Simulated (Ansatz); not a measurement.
System: sum formula InH2F, charge 0, multiplicity 1. 
Geometry from a B3LYP-D3(BJ)/def2-TZVP (Ansatz, a quantum-chemistry and plane-wave program) optimisation:
SMILES: [F][InH2]
```xyz
4

F     -0.8615     1.4647     0.0100
In     0.1404    -0.2388    -0.0016
H     -0.9461    -1.5548     0.0089
H      1.8186     0.0714    -0.0191
```

Quantity: vertical electron affinity (to the doublet state of charge -1; a negative value means that the extra electron is unbound and the number depends on the basis; each state is the SCF solution reached for its spin), in eV. Correlated levels leave the core frozen unless marked. Open shells are spin-unrestricted. No spin-orbit coupling. Frozen are the shells of the preceding noble gas and the d and f shells that filled before the atom's block. In def2 rows, elements after Kr have scalar-relativistic effective core potentials. Anions need diffuse functions: def2-D sets add few. CBS marks a two-point X^-3 extrapolation of the correlation energy; Hartree-Fock from the larger set. [CCSD(T)-MP2]/basis is that difference in the basis named.

| level | program | vertical electron affinity (eV) |
|---|---|---|
| HF/def2-TZVPPD | Ansatz | -0.18 |
| SVWN5/def2-TZVPD | Ansatz | 0.48 |
| r2SCAN/def2-TZVPD | Ansatz | 0.40 |
| CAM-B3LYP/def2-TZVPD | Ansatz | 0.32 |
| MP2/def2-TZVPPD | Ansatz | 0.07 |
| MP2/CBS(def2-TZVPPD,def2-QZVPPD) | Ansatz | 0.13 |
| CCSD(T)/def2-SVPD | Ansatz | 0.05 |
| CCSD(T)/def2-QZVPPD | Ansatz | 0.21 |
| RI-MP2/CBS(def2-TZVPPD,def2-QZVPPD)+[CCSD(T)-MP2]/def2-QZVPPD | Ansatz | 0.22 |
